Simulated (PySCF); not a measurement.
A geometry optimisation on `C#CC#CC#CC#CC#N`.

Computed with PBE0-D3(BJ)/def2-SVP geometry optimisation, gas phase (PySCF 2.14.0). Start geometry: GFN2-xTB. A driver script takes a list of jobs; this job's settings line and coordinates (Å) are shown.

Input:
```
{"job": {"xc": "PBE0", "basis": "def2-SVP", "d3": "d3bj", "grid": 1, "kind": "geom"}, "charge": 0, "multiplicity": 1}
C     -4.937798    -0.082207     1.116020
C     -3.768259    -0.062221     0.813105
C     -2.466131    -0.039950     0.474932
C     -1.283414    -0.020281     0.168067
C      0.007063     0.001549    -0.166822
C      1.192997     0.021029    -0.473014
C      2.483386     0.042549    -0.807850
C      3.666447     0.061487    -1.114765
C      4.973652     0.081425    -1.453494
N      6.089639     0.099701    -1.741446
H     -5.952158    -0.100410     1.380300
```

Output:
```
step   0  E = -397.27502538  max force = 0.030659
step   1  E = -397.27746408  max force = 0.003554
step   2  E = -397.27747416  max force = 0.000418
optimisation converged
```

Energies in Eh; «max force» is the largest Cartesian gradient component in Eh/bohr.

**Question.** How much energy does the optimisation release, in kcal/mol?

**Answer.** E(step 0) − E(last step) = 0.002449 Eh, which is 1.5 kcal/mol.

**Question.** Give the first gradient maximum in eV/Å.

**Answer.** With 1 Eh/bohr = 51.422 eV/Å, 1.577 eV/Å.

Main results: final energy -397.27747 Eh after 2 steps; dipole 5.82 D.

**Question.** Where do the atoms end?

**Answer.** 0.039 Å rms from the input after alignment:
```
atom  x, y, z in Å
C1    -5.0509   -0.2013    1.2615
C2    -3.8716   -0.1818    0.9526
C3    -2.5567   -0.1603    0.6084
C4    -1.3674   -0.1408    0.2957
C5    -0.0627   -0.1197   -0.0471
C6     1.1279   -0.1003   -0.3621
C7     2.4332   -0.0793   -0.7071
C8     3.6187   -0.0606   -1.0229
C9     4.9391   -0.0396   -1.3736
N10    6.0650   -0.0218   -1.6726
H11   -6.0912   -0.2187    1.5326
```

**Question.** Estimate the wall time. Hardware: Arm Neoverse V1, one thread, no GPU, shared host.

**Answer.** About 25 s.
Labels such as C1 count atoms from 1, the log's own numbers from 0.
